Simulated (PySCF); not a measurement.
Sn(Cl)3(SiH3) (Cl₃H₃SiSn), SMILES [SiH3][Sn]([Cl])([Cl])[Cl]. Atoms are numbered in the order given.

```xyz
8

Si     0.0000     0.0000     2.5827
Sn     0.0000     0.0000     0.0092
Cl     1.8785     1.0845    -0.8957
Cl    -1.8785     1.0845    -0.8957
Cl     0.0000    -2.1691    -0.8957
H      1.2317    -0.7111     3.0208
H     -1.2317    -0.7111     3.0208
H      0.0000     1.4222     3.0208
```

Geometry optimised at r2SCAN-D4/def2-SVP. The structure was generated by enumeration; whether it is a known compound was not checked. The def2 effective core potentials stand for the cores of Sn; spin–orbit coupling is left out.

The numbers are results of TDA-PBE/def2-SVPD in PySCF, not measurements.

Vertical excitations; the highest root listed may be one member of a degenerate set. Isolated molecule, no solvent. State labels are in the subgroup Cs.

Question: Estimate the UV-visible absorptions. (An estimate is asked for; the answer gives what the named calculation found.)

Answer: 
```
state  symmetry  energy (eV)  λ (nm)      f                                                                 main pairs
-----  --------  -----------  ------  -----  -------------------------------------------------------------------------
S1           A"         4.40     282  0.000                                                          HOMO−1→LUMO 100 %
S2           A'         4.63     268  0.128                                                             HOMO→LUMO 90 %
S3           A'         4.64     267  0.012                                               HOMO−2→LUMO (degenerate set)
S4           A"         4.64     267  0.012                                               HOMO−3→LUMO (degenerate set)
S5           A"         4.83     256  0.009                                               HOMO−4→LUMO (degenerate set)
S6           A'         4.83     256  0.009                                               HOMO−5→LUMO (degenerate set)
S7           A'         5.79     214  0.000                                HOMO−1→LUMO+2, HOMO→LUMO+1 (degenerate set)
S8           A"         5.79     214  0.000                                HOMO−1→LUMO+1, HOMO→LUMO+2 (degenerate set)
S9           A'         5.89     210  0.024  HOMO−1→LUMO+2, HOMO→LUMO+1, HOMO−2→LUMO+1, HOMO−3→LUMO+2 (degenerate set)
S10          A"         5.89     210  0.024  HOMO−1→LUMO+1, HOMO→LUMO+2, HOMO−2→LUMO+2, HOMO−3→LUMO+1 (degenerate set)
T1           A'         3.94     315      0                                                             HOMO→LUMO 99 %
T2           A"         4.16     298      0                                                          HOMO−1→LUMO 100 %
T3           A"         4.30     289      0                                               HOMO−3→LUMO (degenerate set)
T4           A'         4.30     289      0                                               HOMO−2→LUMO (degenerate set)
```
Triplets are in the Tamm–Dancoff approximation.
